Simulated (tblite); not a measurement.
C₃H₁₆N₂Si₃.
SMILES with atom numbers: `[CH3:1][C@@H:2]([SiH3:3])[Si:4]([NH2:5])([NH2:6])[CH2:7][SiH3:8]` (hydrogens: H9, H10, H11 on C1; H12 on C2; H13, H14, H15 on Si3; H16, H17 on N5; H18, H19 on N6; H20, H21 on C7; H22, H23, H24 on Si8)

Structure used (GFN2-xTB), in Å, numbered top down from 1:
```xyz
24
C3H16N2Si3 angstrom
C     -2.1062    0.6205   -1.1778
C     -1.0048    0.6573   -0.1175
Si    -1.7471    0.6432    1.6302
Si     0.2729   -0.7325   -0.4303
N     -0.6251   -2.2124   -0.3577
N      0.9751   -0.8049   -2.0121
C      1.7453   -0.5602    0.7680
Si     2.6739    1.0870    0.7299
H     -2.8282    1.4236   -1.0312
H     -2.6387   -0.3266   -1.1396
H     -1.6847    0.7248   -2.1769
H     -0.4734    1.6089   -0.2271
H     -0.6962    0.8158    2.6373
H     -2.4483   -0.6212    1.8889
H     -2.7192    1.7353    1.7646
H     -1.1784   -2.3901    0.4638
H     -0.1590   -3.0570   -0.6467
H      1.6357   -0.0903   -2.2677
H      0.3610   -0.9980   -2.7865
H      2.4476   -1.3641    0.5506
H      1.3899   -0.7338    1.7832
H      1.7939    2.1925    1.1219
H      3.8105    1.0464    1.6582
H      3.1919    1.3557   -0.6179
```

Level: GFN2-xTB in tblite, geometry and Hessian alike; calculated harmonic values, unscaled, isolated species. This tight-binding method is rough: wavenumbers can miss measured ones by several per cent, in bad cases by 10 to 20. Modes of hydrogen on silicon can be 10 to 20 % off. One conformer, not necessarily the lowest.

Harmonic wavenumbers (cm⁻¹): 34.2, 36.6, 95.6, 105.9, 118.3, 131.4, 153.5, 179.9, 183.6, 193.1, 207.7, 217.8, 233.6, 263.2, 281.2, 341.6, 488.4, 493.6, 518.6, 533.6, 538.4, 553.0, 624.0, 688.8, 700.0, 775.0, 784.2, 788.8, 792.9, 796.7, 798.1, 802.3, 806.0, 812.0, 834.5, 889.9, 905.0, 993.3, 1028.6, 1053.0, 1082.2, 1144.2, 1155.7, 1278.3, 1420.7, 1458.4, 1510.5, 1513.0, 1518.3, 1519.6, 2207.3, 2209.2, 2218.4, 2221.8, 2234.1, 2239.2, 2912.9, 2981.1, 2990.3, 2991.6, 3004.4, 3035.4, 3478.1, 3480.1, 3517.8, 3519.5.

A = 1254, B = 852.0, C = 657.9 MHz; mass 164.062 u (most abundant isotopes); point group C1, symmetry number 1.

Problem. Zero-point energy?

Solution. Half the sum of the wavenumbers: 39809 cm⁻¹ = 476.22 kJ/mol.

Problem. Entropy at 350 K, 1 bar (ideal gas, RRHO, classical rotation)?

Solution. Translation 175.80, rotation 129.63, vibration 249.86: S = 555.3 J/(mol K).

Problem. And Cp and H(350 K) − H(0)?

Solution. Cp = 268.07 J/(mol K), of which vibrations give 234.81 (their classical limit is 66 R = 548.8); H(350 K) − H(0) = 56.16 kJ/mol without the zero-point energy, 44.52 from vibrations.

Problem. Which modes carry the vibrational entropy at 350 K?

Solution. 34.2 cm⁻¹: 24.63; 36.6 cm⁻¹: 24.07; 95.6 cm⁻¹: 16.13; 105.9 cm⁻¹: 15.29; 118.3 cm⁻¹: 14.39; 131.4 cm⁻¹: 13.54 J/(mol K); the other 60 give 141.80 together.

Problem. How do the functions run with temperature in this model?

Solution. 
```
T (K)  S (J/(mol K))  Cp (J/(mol K))  H − H(0) (kJ/mol)  G − H(0) (kJ/mol)  ln q(vib)
  100          329.5           116.4               7.20             -25.76       3.26
  200          430.7           181.6              22.17             -63.98       7.98
  300          516.0           241.7              43.40            -111.40      12.54
  500          662.1           331.2             101.37            -229.69      21.09
  800          837.0           412.1             213.94            -455.66      32.46
 1000          933.0           448.1             300.14            -632.89      39.19
```

q(vib) and H(0) count from the zero-point level.

Problem. What must be added to the electronic energy to get the Gibbs energy at 350 K and 1 bar?

Solution. ZPE + [H(350 K) − H(0)] − T·S = 476.22 + 56.16 − 194.35 = 338.03 kJ/mol.

Problem. Blend soft modes into free rotors: weight 1/[1 + (100 cm⁻¹/ν̃)⁴] for the oscillator and the rest for a rotor with moment μB/(μ + B), μ = h/(8π²ν), B = 10⁻⁴⁴ kg m². What vibrational entropy results?

Solution. 230.43 J/(mol K) in place of 249.86, which changes −T·S at 350 K by +6.80 kJ/mol.

Hindered rotation and anharmonicity are outside this model. Other conformers, if any are populated, would add a mixing term that is left out. The structure is chiral; the term R ln 2 for an equal mix with its mirror image is left out.
